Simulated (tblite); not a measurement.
What does the GFN2-xTB structure of InChI=1S/C4H9F2NSi3/c5-4(6,1-2-7)10-3-8-9-10/h10H,1,3,8-9H2/t10-/m0/s1 look like in three dimensions?

```xyz
19
C4H9F2NSi3 angstrom
N      3.2254   -1.0648   -0.2533
C      2.3257   -1.2984   -0.9180
C      1.2002   -1.6089   -1.7562
C     -0.1187   -1.0956   -1.1755
F     -1.1079   -1.4415   -2.0728
F     -0.4252   -1.8249   -0.0512
Si    -0.3136    0.8022   -0.7556
C      0.6485    1.1295    0.8773
Si    -0.7524    1.0525    2.2141
Si    -2.3160    1.0076    0.4486
H      1.1437   -2.6971   -1.8772
H      1.3403   -1.1494   -2.7383
H      0.2638    1.4154   -1.9655
H      1.1066    2.1172    0.8519
H      1.4639    0.4363    1.0701
H     -0.6981    2.2115    3.1153
H     -0.6250   -0.1393    3.0557
H     -3.0744    2.2321    0.1519
H     -3.2965   -0.0752    0.3244
```

Any rigid rotation of these coordinates is as good. Atoms count from 1 in this order. Si9 (SiH2 silicon) has angles from 87.9° to 119.9°. Si10 (SiH2 silicon) has angles from 79.6° to 121.4°. Of the pairs four or more bonds apart, C2···H15 is among the closest relative to their van der Waals radii: 2.78 Å, 96 % of the sum of Bondi's values. The 4-membered ring Si7–C8–Si9–Si10 has internal angles of 79.6° to 102.6°; it is puckered, 0.08 Å rms from its mean plane, widest ring torsion 9°.

Bonds between heavy atoms (Å): N1≡C2 1.143, C2–C3 1.437, C3–C4 1.530, C4–F5 1.380, C4–F6 1.375, C4–Si7 1.953, Si7–C8 1.923, C8–Si9 1.938, Si9–Si10 2.359, Si7–Si10 2.346.

Computed geometry: GFN2-xTB, gas phase.

Point group: C1 (no symmetry element, even within 0.4 Å). Its GFN2-xTB frequencies are all real (lowest 19 cm⁻¹). One conformer, not necessarily the lowest (C2–C3–C4–F5 179°, C3–C4–Si7–C8 -76°, C4–Si7–C8–Si9 -97°, Si7–C8–Si9–Si10 -9°, C8–Si9–Si10–Si7 8°, C4–Si7–Si10–Si9 100°). 3 starts were optimised and ended at 0.00, 0.21 and 0.23 kcal/mol (GFN2-xTB); the lowest of these is shown.

Time: 1.5 s of wall time. Hardware: Arm Neoverse V2, one thread, shared host with 192 logical CPUs at a one-minute load of 119. This is the geometry optimisation.
